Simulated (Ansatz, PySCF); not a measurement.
The pair A = C2H6Zn (SMILES [CH3][Zn][CH3]) (first 9 atoms), B = H2O (SMILES O); geometry from GFN2-xTB.
(charge 0, multiplicity 1):
```xyz
12

C     -0.062     2.082    -0.208
Zn    -0.004     0.060     0.107
C      0.091    -1.982    -0.023
H      0.799     2.575     0.238
H     -0.946     2.529     0.240
H     -0.070     2.356    -1.259
H     -0.706    -2.456     0.547
H      1.030    -2.360     0.375
H      0.011    -2.353    -1.041
O     -0.066     0.156     2.445
H     -0.101     0.947     2.988
H     -0.056    -0.609     3.025
```

Rows in 6-31G* carry no dispersion term and start afresh at each structure (6-31G* with six Cartesian d functions); the Pople sets are all-electron and without relativity. MP2/6-31G* freezes PySCF's default core.

Codes used: Ansatz (Gaussian orbitals); PySCF for 6-31G* rows. 

Total energies (hartree), monomers frozen at their geometry in the pair:

```tsv
structure	HF/6-31G*	HF/def2-SVPD	MP2/6-31G*
AB	-1932.7257886	-1932.7021448	-1933.5631709
A in the pair's basis	-1856.7017187	-1856.7180393	-1857.3517805
B in the pair's basis	-76.0133716	-75.9746921	-76.2019531
A	-1856.6973503	-1856.7164002	-1857.3445828
B	-76.0101137	-75.9740068	-76.1962405
```

**Question.** Work out the interaction energy without and with the counterpoise correction, and the superposition error, for each level.

**Answer.** 
E(AB) − E(A) − E(B), times 627.509 kcal/mol, with the monomers in their own basis and then in the pair's basis:
- HF/6-31G*: -11.50 uncorrected, -6.71 corrected; the monomers gain 4.79 kcal/mol from borrowed functions
- HF/def2-SVPD: -7.37 uncorrected, -5.91 corrected; the monomers gain 1.46 kcal/mol from borrowed functions
- MP2/6-31G*: -14.02 uncorrected, -5.92 corrected; the monomers gain 8.10 kcal/mol from borrowed functions

Ansatz is an electronic-structure program.
